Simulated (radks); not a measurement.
All-electron atom: V+ in [Ar] 3d3 4p1 (not the ground configuration).

Method: non-relativistic Kohn-Sham, r2SCAN, spin-polarised, spherical densities, point nucleus; open shells are filled with parallel spins first; meta-GGA in the generalised Kohn-Sham scheme; computed with a radial shooting solver on a logarithmic mesh with Libxc functionals.

Energy parts (eV):
total: -25671.838
kinetic: 25650.242
electron-nucleus: -60670.373
Hartree: 10570.649
exchange-correlation: -1222.356

Orbitals (lengths in bohr, moments of r in powers of bohr):
| orbital | occ. | eigenvalue (eV) | <r> |
|---|---|---|---|
| 1s up | 1 | -5354.974 | 0.06706 |
| 1s down | 1 | -5354.970 | 0.06706 |
| 2s up | 1 | -611.7705 | 0.3104 |
| 2s down | 1 | -610.4170 | 0.3099 |
| 2p up | 3 | -515.9637 | 0.2751 |
| 2p down | 3 | -514.9149 | 0.2745 |
| 3s up | 1 | -81.7940 | 0.9557 |
| 3s down | 1 | -77.9921 | 0.9588 |
| 3p up | 3 | -55.4146 | 1.018 |
| 3p down | 3 | -51.5876 | 1.021 |
| 3d up | 3 | -15.0129 | 1.337 |
| 3d down | 0 | -10.9446 | 1.346 |
| 4p up | 1 | -7.8240 | 3.691 |

The highest occupied level is 4p up at -7.824 eV. The configuration is held as typed, so some empty levels lie below it. The spin density at the nucleus is -0.537 e/bohr^3 (1s -0.012, 2s -1.055, 3s 0.531), a Fermi contact field of -28.1 T. The density falls to 0.001 e/bohr^3 at r = 4.37 bohr. Virial ratio -V/T = 2.00084. Spin moment in Bohr magnetons: 4.
